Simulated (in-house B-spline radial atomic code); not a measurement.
The europium ion Eu²⁺: [Kr] 4d10 4f7 5s2 5p4 6s1 6d1 (an excited or competing configuration)

Level of theory: Dirac-Hartree-Fock, average of configuration, Fermi nucleus of rms radius 5.1115 fm; calculated with an all-electron radial atomic-structure program (B-spline basis).

Z_r = [3n² - l(l+1)]/(2<r>); Z_e = n√(-2ε); the last column is Slater's effective charge. Values are occupation-weighted means over j. An effective charge above Z reflects the relativistic contraction of the inner shells.

```
shell  electrons   ε (eV)  <r> (bohr)    Z_r    Z_e  Slater
   1s          2   -48833     0.02231  67.22  59.91   62.70
   2s          2  -8158.5      0.0945  63.49  48.98   58.85
   2p          6  -7288.7     0.08361  59.80  46.29   58.85
   3s          2  -1866.4      0.2482  54.38  35.14   51.75
   3p          6  -1587.4      0.2467  50.66  32.40   51.75
   3d         10  -1202.7      0.2256  46.55  28.21   41.85
   4s          2  -415.25      0.5666  42.36  22.10   35.25
   4p          6  -320.33      0.5999  38.34  19.41   35.25
   4d         10  -182.74      0.6564  31.99  14.66   23.85
   5s          2  -79.236        1.37  27.38  12.07   12.00
   5p          4  -55.045       1.563  23.35  10.06   12.00
   4f          7  -39.299      0.8739  20.60   6.80   14.90
   6s          1  -21.465       3.268  16.52   7.54    4.90
   6d          1  -9.2755       5.802   8.79   4.95    3.00
```

The least bound orbital is 6d5/2 at -9.247 eV, and it is also the most diffuse (<r> = 5.823 bohr).

Spin-orbit splittings of the orbital energies (j = l + 1/2 above j = l - 1/2 when positive): 2p 649.9 eV, 3p 135.2 eV, 3d 29.05 eV, 4p 29.98 eV, 4d 5.455 eV, 5p 4.31 eV, 4f 0.6222 eV, 6d 0.07173 eV.

For the 1s electron the small component carries 5.5 % of the norm, the zero-frequency Breit interaction raises the level by 143.3 eV, self-energy by 85.42 eV, and vacuum polarisation lowers it by 13.72 eV.
